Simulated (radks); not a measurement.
Task: Radial electron density D(r) = 4 pi r^2 rho(r) of an atom or ion with 43 electrons. All-electron calculation, Dirac Kohn-Sham, PBEsol, spin-unpolarised, spherical densities, finite nucleus; Fermi nuclear charge, rms radius of each element as measured or else 0.836 A^(1/3) + 0.57 fm. Program: a radial shooting solver on a logarithmic mesh with Libxc functionals.

r (bohr),D(r) (e/bohr)
0.003711,8.666
0.004286,10.84
0.00495,13.46
0.005762,16.76
0.006655,20.40
0.007686,24.55
0.008876,29.15
0.01025,34.07
0.01184,39.13
0.01367,44.04
0.01592,48.68
0.01838,52.14
0.02123,54.32
0.02452,54.96
0.02831,54.05
0.0327,51.92
0.03776,49.28
0.04396,47.08
0.05077,46.71
0.05864,48.81
0.06772,53.38
0.07821,59.41
0.09032,64.92
0.1043,67.61
0.1214,65.64
0.1402,59.43
0.162,51.32
0.187,44.83
0.216,42.81
0.2495,45.51
0.2881,50.10
0.3354,52.17
0.3874,48.32
0.4474,39.10
0.5167,27.85
0.5967,18.61
0.6891,13.63
0.7958,12.41
0.9265,12.72
1.07,12.37
1.236,10.66
1.427,8.143
1.648,5.685
1.903,3.827
2.198,2.628
2.559,1.850
2.955,1.344
3.413,0.9378
3.942,0.6003
4.552,0.3408
5.257,0.1681
6.072,0.07120
7.068,0.02387
8.163,0.006890
9.427,0.001572
10.89,0.0002752

What is the nuclear charge?

Result: Z = 43. The innermost maximum, from 1s, lies near gamma/Z bohr with gamma = sqrt(1 - (Z/c)^2) = 0.949, here 0.0221 bohr (found: 0.0241), and its height grows with Z. The density is that of neutral technetium in [Kr] 4d5 5s2; the configuration itself is not fixed sharply by these data, and Z only to a few units. D(r) has 4 maxima, at r = 0.0241, 0.106, 0.330, 0.957 bohr, and minima at 0.0484, 0.213, 0.796 bohr, inside which lie 2.05, 11.11, 29.24 electrons.
